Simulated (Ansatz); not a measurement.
`C[O][Sn]([F])([F])[O]C` and `C[O][Sn]([F])([O]C)[C](C)(C)C` differ in one atom or group.

Ansatz, PBE0-D4/def2-TZVP geometries, multiplicity 1. Each molecule was computed in one conformer, which needn't be the lowest.

Elements past krypton have def2 core potentials.

```json
{"property": "HOMO energy (B3LYP/def2-TZVPP) / eV", "`C[O][Sn]([F])([F])[O]C`": "-8.36"}
{"property": "size of the dipole moment (B3LYP/def2-TZVPP) / D", "`C[O][Sn]([F])([F])[O]C`": "2.72"}
{"property": "HOMO–LUMO gap (PBE0/def2-TZVPP) / eV", "`C[O][Sn]([F])([F])[O]C`": "6.28"}
{"property": "HOMO energy (ωB97M-V/def2-TZVPP) / eV", "`C[O][Sn]([F])([F])[O]C`": "-10.99"}
{"property": "HOMO energy (PBE/def2-TZVPP) / eV", "`C[O][Sn]([F])([F])[O]C`": "-6.96"}
{"property": "HOMO–LUMO gap (ωB97M-V/def2-TZVPP) / eV", "`C[O][Sn]([F])([F])[O]C`": "10.76"}
```

(1) What does the change do to each property? (An estimate is asked.)

## Answers

(1) Ansatz gave: 
```tsv
property	`C[O][Sn]([F])([O]C)[C](C)(C)C`	shift
HOMO energy (B3LYP/def2-TZVPP) / eV	-7.33	1.03
size of the dipole moment (B3LYP/def2-TZVPP) / D	2.59	-0.13
HOMO–LUMO gap (PBE0/def2-TZVPP) / eV	6.63	0.35
HOMO energy (ωB97M-V/def2-TZVPP) / eV	-9.79	1.20
HOMO energy (PBE/def2-TZVPP) / eV	-6.07	0.89
HOMO–LUMO gap (ωB97M-V/def2-TZVPP) / eV	10.81	0.05
```

With PBE0 the HOMO rises by 1.06 eV and the LUMO rises by 1.41 eV, so the gap widens by about 0.35 eV. PBE moves the HOMO by 0.89 eV and ωB97M-V by 1.20 eV. Dipoles are sizes alone; their direction can turn.

B3LYP here is the variant with VWN-RPA as its local correlation; programs differ in this.
